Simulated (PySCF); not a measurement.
## C₆ coefficients of unlike pairs at PBE0

Calculated with PySCF 2.14 from the dipole response of each species, C₆(A,B) = (3/π) ∫ α_A(iu) α_B(iu) du, in atomic units, from isotropic polarisabilities. For ions this is the dispersion term alone; charge-induced terms of lower order in 1/R come first.

```csv
species,configuration,basis,relativity,α (bohr³),C₆ (like pair)
Xe²⁺,[Kr] 4d10 5s2 5p4 (3P),aug-cc-pwCVTZ-DK3 (10s9p7d4f1g),spin-free X2C,12.76,91.98
N³⁺,[He] 2s2 (1S),"aug-cc-pCVTZ-DK with one added diffuse shell each of s, p, d, f type (8s7p5d3f)",spin-free X2C,2.118,2.102
Mo²⁺,[Kr] 4d4 (5D),def2-TZVPPD with the def2 core potential (28 electrons) (6s4p3d2f1g),core potential,9.196,48.26
Co³⁺,[Ar] 3d6 (5D),"aug-cc-pVTZ with one added diffuse shell each of s, p, d, f, g type (9s8p6d4f3g)",none,1.766,4.239
```

Task: Estimate C₆ for Co³⁺ with Mo²⁺.

Result: The integral gives 13.44. The combination rule 2 C_A C_B / (C_A α_B/α_A + C_B α_A/α_B) gives 13.05 and the geometric mean 14.30.

No spin-orbit coupling is included.

The other pairs:

```json
{"pair": "Co³⁺, N³⁺", "C₆": "2.631"}
{"pair": "Mo²⁺, Xe²⁺", "C₆": "66.38"}
{"pair": "N³⁺, Xe²⁺", "C₆": "13.84"}
{"pair": "Mo²⁺, N³⁺", "C₆": "9.938"}
{"pair": "Co³⁺, Xe²⁺", "C₆": "18.15"}
```
